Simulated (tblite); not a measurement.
Record of a relaxation.

C2H10GeOSi2.
SMILES with atom numbers: `[GeH3:1][O:2][CH:3]1[SiH2:4][CH2:5][SiH2:6]1` (hydrogens: H7, H8, H9 on Ge1; H10 on C3; H11, H12 on Si4; H13, H14 on C5; H15, H16 on Si6)

Computed with GFN2-xTB (tblite), gas phase: L-BFGS steps from a force-field or distance-geometry start until the largest atomic force falls under 0.01 eV/Å. 9 of its 115 geometries are shown.

Step 0: E = -511.0336 eV, largest atomic force 2.050 eV/Å
```
atom  x, y, z in Å  |  force x, y, z in eV/Å
Ge1     2.691    0.300   -0.336    0.164   0.551  -0.164
O2      0.983    0.693   -0.822    2.041  -0.184   0.038
C3      0.159   -0.345   -0.346   -0.084  -0.893  -0.474
Si4    -0.538    0.031    1.349    0.502  -0.235   1.601
C5     -2.202    0.154    0.532   -1.727   0.285   0.390
Si6    -1.526   -0.212   -1.176   -0.513   0.187  -1.161
H7      3.614    1.468   -0.771   -0.427  -0.366   0.112
H8      3.144   -0.998   -1.032   -0.257   0.312   0.206
H9      2.776    0.122    1.204   -0.134   0.012  -0.545
H10     0.550   -1.373   -0.467    0.476   0.350  -0.001
H11    -0.073    1.313    1.880    0.093  -0.141   0.080
H12    -0.455   -1.146    2.250    0.103   0.320  -0.040
H13    -2.908   -0.629    0.881    0.076   0.985  -0.104
H14    -2.614    1.181    0.590   -0.297  -0.862   0.215
H15    -1.618    0.957   -2.070    0.030  -0.360   0.043
H16    -1.990   -1.506   -1.676   -0.047   0.039  -0.197
```

Step 14: E = -511.4800 eV, largest atomic force 0.170 eV/Å
```
atom  x, y, z in Å  |  force x, y, z in eV/Å
Ge1     2.778    0.306   -0.345    0.026  -0.033   0.024
O2      1.131    0.609   -0.814   -0.036  -0.014  -0.023
C3      0.161   -0.358   -0.365    0.000  -0.038   0.112
Si4    -0.568    0.012    1.387    0.158  -0.032   0.053
C5     -2.281    0.164    0.547   -0.019   0.008   0.016
Si6    -1.567   -0.188   -1.198    0.119  -0.009  -0.119
H7      3.551    1.491   -0.811   -0.027   0.015  -0.047
H8      3.210   -0.989   -0.985    0.051   0.029   0.003
H9      2.816    0.129    1.149    0.062   0.024   0.019
H10     0.601   -1.362   -0.454   -0.123   0.001   0.006
H11    -0.026    1.241    1.964   -0.029   0.040   0.012
H12    -0.393   -1.090    2.337   -0.037  -0.026   0.007
H13    -3.018   -0.557    0.891   -0.015   0.030  -0.003
H14    -2.732    1.148    0.649   -0.038  -0.021   0.017
H15    -1.646    0.893   -2.167   -0.027   0.110  -0.042
H16    -2.023   -1.440   -1.797   -0.064  -0.085  -0.035
```

Step 28: E = -511.5099 eV, largest atomic force 0.096 eV/Å
```
atom  x, y, z in Å  |  force x, y, z in eV/Å
Ge1     2.841    0.298   -0.342    0.006  -0.060  -0.004
O2      1.180    0.476   -0.801   -0.084   0.046  -0.011
C3      0.141   -0.401   -0.340   -0.018  -0.023  -0.019
Si4    -0.584    0.003    1.404   -0.064   0.010  -0.014
C5     -2.289    0.168    0.540   -0.006  -0.008  -0.040
Si6    -1.566   -0.153   -1.216   -0.012  -0.008   0.030
H7      3.454    1.525   -0.920    0.011   0.007  -0.005
H8      3.378   -0.968   -0.958    0.053  -0.005   0.038
H9      2.977    0.206    1.159    0.009   0.029  -0.052
H10     0.482   -1.441   -0.415    0.037  -0.003  -0.003
H11    -0.076    1.237    1.999    0.033   0.039  -0.017
H12    -0.440   -1.093    2.364   -0.005  -0.051   0.030
H13    -3.022   -0.569    0.860   -0.006   0.061  -0.004
H14    -2.755    1.145    0.657   -0.015  -0.061   0.023
H15    -1.660    0.957   -2.160    0.050   0.005   0.051
H16    -2.068   -1.382   -1.845    0.011   0.021  -0.002
```

Step 43: E = -511.5217 eV, largest atomic force 0.054 eV/Å
```
atom  x, y, z in Å  |  force x, y, z in eV/Å
Ge1     2.853    0.302   -0.363   -0.052   0.010  -0.010
O2      1.175    0.421   -0.789   -0.003  -0.042   0.012
C3      0.129   -0.444   -0.317    0.006  -0.009  -0.014
Si4    -0.612   -0.018    1.415    0.000   0.009  -0.004
C5     -2.312    0.157    0.540    0.042   0.002   0.030
Si6    -1.560   -0.148   -1.204   -0.020   0.014   0.016
H7      3.409    1.520   -1.018   -0.014   0.000   0.007
H8      3.466   -0.959   -0.914   -0.020  -0.032  -0.004
H9      3.032    0.297    1.133    0.002   0.030   0.011
H10     0.457   -1.488   -0.386    0.043  -0.008  -0.008
H11    -0.071    1.226    1.960   -0.003   0.006   0.024
H12    -0.494   -1.105    2.392    0.001   0.007   0.007
H13    -3.053   -0.576    0.851    0.017   0.002  -0.019
H14    -2.777    1.131    0.666   -0.006  -0.014  -0.009
H15    -1.560    1.018   -2.080    0.003   0.023  -0.024
H16    -2.091   -1.326   -1.896    0.002   0.004  -0.016
```

Step 57: E = -511.5255 eV, largest atomic force 0.022 eV/Å
```
atom  x, y, z in Å  |  force x, y, z in eV/Å
Ge1     2.841    0.307   -0.369    0.000   0.005  -0.001
O2      1.164    0.394   -0.787    0.004   0.008  -0.007
C3      0.126   -0.475   -0.309   -0.002   0.001  -0.004
Si4    -0.611   -0.028    1.422    0.019  -0.001   0.002
C5     -2.303    0.155    0.541   -0.014  -0.008  -0.007
Si6    -1.551   -0.139   -1.204   -0.004   0.008  -0.008
H7      3.373    1.509   -1.069    0.004  -0.013  -0.010
H8      3.450   -0.975   -0.880    0.000  -0.005   0.013
H9      3.038    0.370    1.123    0.002   0.006   0.013
H10     0.461   -1.517   -0.379    0.001  -0.001  -0.002
H11    -0.063    1.215    1.964    0.004   0.008   0.003
H12    -0.508   -1.100    2.417    0.005  -0.009  -0.007
H13    -3.035   -0.592    0.837   -0.016  -0.014   0.007
H14    -2.784    1.120    0.673   -0.002   0.005   0.001
H15    -1.504    1.047   -2.053   -0.004   0.002  -0.004
H16    -2.102   -1.282   -1.940    0.003   0.007   0.011
```

Step 71: E = -511.5295 eV, largest atomic force 0.055 eV/Å
```
atom  x, y, z in Å  |  force x, y, z in eV/Å
Ge1     2.838    0.307   -0.350   -0.009   0.005   0.012
O2      1.171    0.407   -0.806   -0.010  -0.024   0.017
C3      0.125   -0.453   -0.329    0.005  -0.015  -0.053
Si4    -0.597   -0.042    1.412   -0.040   0.016  -0.026
C5     -2.303    0.137    0.549   -0.001  -0.008   0.029
Si6    -1.559   -0.109   -1.208    0.018  -0.003   0.015
H7      3.405    1.417   -1.162    0.041   0.026  -0.005
H8      3.408   -1.036   -0.730   -0.002   0.003   0.022
H9      3.020    0.512    1.134   -0.006  -0.007  -0.040
H10     0.452   -1.496   -0.417    0.000  -0.019   0.003
H11    -0.064    1.200    1.966    0.012   0.028   0.025
H12    -0.457   -1.136    2.377   -0.009  -0.012   0.026
H13    -3.020   -0.629    0.834    0.004  -0.009  -0.003
H14    -2.802    1.089    0.710    0.023   0.000  -0.002
H15    -1.512    1.085   -2.042   -0.023   0.026  -0.005
H16    -2.114   -1.245   -1.950   -0.002  -0.008  -0.015
```

Step 86: E = -511.5327 eV, largest atomic force 0.020 eV/Å
```
atom  x, y, z in Å  |  force x, y, z in eV/Å
Ge1     2.841    0.313   -0.345    0.001  -0.007  -0.017
O2      1.182    0.382   -0.839    0.003  -0.008   0.012
C3      0.122   -0.454   -0.352    0.012   0.001   0.006
Si4    -0.586   -0.060    1.404   -0.006   0.009  -0.012
C5     -2.300    0.112    0.558   -0.003  -0.002  -0.009
Si6    -1.566   -0.081   -1.210   -0.012   0.003   0.011
H7      3.456    1.317   -1.259   -0.009  -0.003   0.004
H8      3.393   -1.074   -0.553    0.004   0.004   0.003
H9      3.005    0.683    1.105   -0.014  -0.001   0.014
H10     0.426   -1.504   -0.445   -0.003  -0.005  -0.005
H11    -0.064    1.183    1.972    0.010   0.009   0.000
H12    -0.439   -1.157    2.367    0.008  -0.001  -0.003
H13    -3.004   -0.671    0.829    0.007   0.000   0.007
H14    -2.808    1.054    0.744    0.003  -0.005   0.001
H15    -1.540    1.149   -1.995   -0.002   0.010  -0.003
H16    -2.125   -1.186   -1.994    0.001  -0.004  -0.009
```

Step 100: E = -511.5339 eV, largest atomic force 0.024 eV/Å
```
atom  x, y, z in Å  |  force x, y, z in eV/Å
Ge1     2.837    0.308   -0.336    0.001  -0.022  -0.001
O2      1.190    0.342   -0.866    0.000   0.001   0.001
C3      0.116   -0.463   -0.363   -0.009  -0.004  -0.017
Si4    -0.573   -0.054    1.396    0.000   0.000  -0.005
C5     -2.296    0.104    0.565   -0.003  -0.006   0.005
Si6    -1.573   -0.067   -1.209    0.011  -0.006  -0.006
H7      3.452    1.291   -1.271    0.006   0.010   0.005
H8      3.420   -1.074   -0.489    0.002   0.006   0.003
H9      2.958    0.722    1.108   -0.002   0.003   0.004
H10     0.393   -1.521   -0.453    0.001   0.008  -0.002
H11    -0.041    1.195    1.943   -0.008  -0.003   0.001
H12    -0.408   -1.147    2.361   -0.001   0.022   0.000
H13    -2.983   -0.692    0.839   -0.001  -0.004  -0.003
H14    -2.821    1.036    0.755    0.014  -0.006   0.018
H15    -1.556    1.182   -1.964    0.009   0.012  -0.006
H16    -2.123   -1.151   -2.027   -0.021  -0.009   0.003
```

Step 114: E = -511.5357 eV, largest atomic force 0.009 eV/Å
```
atom  x, y, z in Å  |  force x, y, z in eV/Å
Ge1     2.827    0.297   -0.316   -0.004   0.006   0.003
O2      1.203    0.288   -0.917    0.001  -0.004   0.004
C3      0.109   -0.476   -0.396    0.005   0.002   0.001
Si4    -0.544   -0.045    1.371   -0.004  -0.002  -0.005
C5     -2.283    0.085    0.574    0.000   0.001  -0.006
Si6    -1.587   -0.048   -1.214   -0.004   0.004  -0.002
H7      3.465    1.271   -1.245    0.001  -0.004  -0.002
H8      3.447   -1.074   -0.404    0.002   0.000   0.000
H9      2.869    0.752    1.120    0.001  -0.005  -0.003
H10     0.349   -1.543   -0.484    0.008   0.001   0.005
H11    -0.025    1.226    1.879   -0.004  -0.004  -0.004
H12    -0.338   -1.106    2.363    0.002  -0.001   0.006
H13    -2.946   -0.734    0.842    0.005   0.001   0.008
H14    -2.825    1.000    0.796   -0.003  -0.002  -0.001
H15    -1.556    1.220   -1.937   -0.004   0.003  -0.003
H16    -2.171   -1.104   -2.045   -0.001   0.005   0.000
```

Q: Summarise the path.

A: The energy falls by 0.5021 eV from step 0 to step 114; nine tenths of that is first reached at step 16. It falls at every step. The largest force goes from 2.050 to 0.009 eV/Å. Among the bonds Ge1–O2 changes most, from 1.819 to 1.731 Å; the atoms move by 0.368 Å rms after alignment.

Q: Follow the three bonds and two angles with the largest change from start to end.

A: 
| step | E above end (eV) | largest force (eV/Å) | Ge1–O2 (Å) | C3–Si4 (Å) | Ge1–H7 (Å) | Ge1–O2–C3 (°) | O2–Ge1–H7 (°) |
| --- | --- | --- | --- | --- | --- | --- | --- |
| 0 | 0.5021 | 2.050 | 1.819 | 1.871 | 1.550 | 107.4 | 108.7 |
| 5 | 0.1210 | 0.293 | 1.726 | 1.931 | 1.474 | 114.3 | 108.0 |
| 10 | 0.0723 | 0.150 | 1.744 | 1.929 | 1.496 | 114.1 | 105.9 |
| 15 | 0.0528 | 0.152 | 1.742 | 1.929 | 1.489 | 116.1 | 105.3 |
| 20 | 0.0425 | 0.114 | 1.736 | 1.934 | 1.488 | 117.7 | 104.7 |
| 25 | 0.0305 | 0.171 | 1.743 | 1.932 | 1.496 | 121.6 | 102.3 |
| 30 | 0.0227 | 0.110 | 1.729 | 1.937 | 1.486 | 123.7 | 101.6 |
| 35 | 0.0187 | 0.064 | 1.737 | 1.932 | 1.490 | 124.4 | 101.5 |
| 40 | 0.0157 | 0.070 | 1.735 | 1.935 | 1.491 | 125.1 | 101.5 |
| 45 | 0.0132 | 0.046 | 1.731 | 1.931 | 1.489 | 126.3 | 101.4 |
| 50 | 0.0111 | 0.037 | 1.733 | 1.934 | 1.490 | 125.8 | 101.2 |
| 55 | 0.0104 | 0.021 | 1.730 | 1.934 | 1.489 | 126.2 | 101.1 |
| 59 | 0.0100 | 0.030 | 1.732 | 1.932 | 1.490 | 125.9 | 101.0 |
| 64 | 0.0089 | 0.039 | 1.729 | 1.933 | 1.489 | 126.0 | 100.5 |
| 69 | 0.0071 | 0.053 | 1.732 | 1.932 | 1.489 | 125.5 | 100.2 |
| 74 | 0.0052 | 0.046 | 1.730 | 1.932 | 1.489 | 126.3 | 100.4 |
| 79 | 0.0038 | 0.038 | 1.732 | 1.932 | 1.489 | 126.3 | 101.3 |
| 84 | 0.0032 | 0.025 | 1.732 | 1.934 | 1.491 | 125.9 | 101.4 |
| 89 | 0.0029 | 0.014 | 1.731 | 1.933 | 1.489 | 126.1 | 101.0 |
| 94 | 0.0025 | 0.013 | 1.731 | 1.934 | 1.490 | 126.0 | 101.0 |
| 99 | 0.0020 | 0.032 | 1.731 | 1.933 | 1.489 | 126.5 | 100.8 |
| 104 | 0.0014 | 0.050 | 1.731 | 1.933 | 1.490 | 126.3 | 100.9 |
| 109 | 0.0004 | 0.024 | 1.731 | 1.931 | 1.489 | 126.4 | 100.9 |
| 114 | 0.0000 | 0.009 | 1.731 | 1.933 | 1.490 | 126.4 | 100.9 |
